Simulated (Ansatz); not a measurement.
## Ansatz (development build ahead of 0.2.0) run

```yaml
crystal:
  periodic: [false, false, false]
  atoms:
    - { symbol: Fe, position_ang: [0.0, 0.0, 0.0] }
    - { symbol: H, position_ang: [0.0, 0.0, 1.66] }
    - { symbol: H, position_ang: [0.0, 0.0, -1.66] }
basis:
  gaussian: { orbitals: def2-SVP }
magnetization:
  initial_magnetization: 4
hamiltonian:
  xc: pbe0
scf:
  omitted_lower_state_checks: [stability, starts, atomic_configurations, cluster_reference, orbital_swaps, given_window_search, neighbouring_geometries, increment]
output:
  forces: true
```

The input is written out in the form of the current development build from the run's settings.

The run gave:

```
Converged                       : yes
Total energy                    : -1264.42812 hartree
Spin squared of the determinant : 6.000
```

Forces (eV/Å):
```csv
atom,Fx,Fy,Fz
Fe1,0.000,0.000,0.000
H2,0.000,0.000,-0.143
H3,0.000,0.000,0.143
```

This is not the lowest solution: another run reaches a determinant 0.28 eV lower.
